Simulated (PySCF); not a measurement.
Computed shifts of a molecule C4H6OSi, PBE/pcSseg-1 (PySCF), GIAO, gas phase, atoms alike by connectivity averaged where their shifts nearly agree, in ppm (number of nuclei): ²⁹Si: -86.8 (1). ¹³C: 152.7 (1), 150.6 (1), 130.3 (1), 116.2 (1). ¹H: 7.96 (1), 7.20 (1), 6.76 (1), 4.77 (3). References: ²⁹Si against TMS (σ = 335.4 ppm); ¹³C against TMS (σ = 182.0 ppm); ¹⁷O against H2O (σ = 334.3 ppm); ¹H against TMS (σ = 31.49 ppm), references at their B3LYP-D3(BJ)/def2-TZVP geometries, non-relativistic. Geometry optimised at ωB97X-D3(BJ)/def2-SVP. One conformer was computed; it need not be the lowest.

### Question
Pick the molecule that these values belong to.
A) O=CCC#C[SiH3]
B) C#C[Si@@H](O)C=C
C) [SiH3]c1ccco1
D) C#C[Si@@H]1CCO1

### Answer
C, [SiH3]c1ccco1
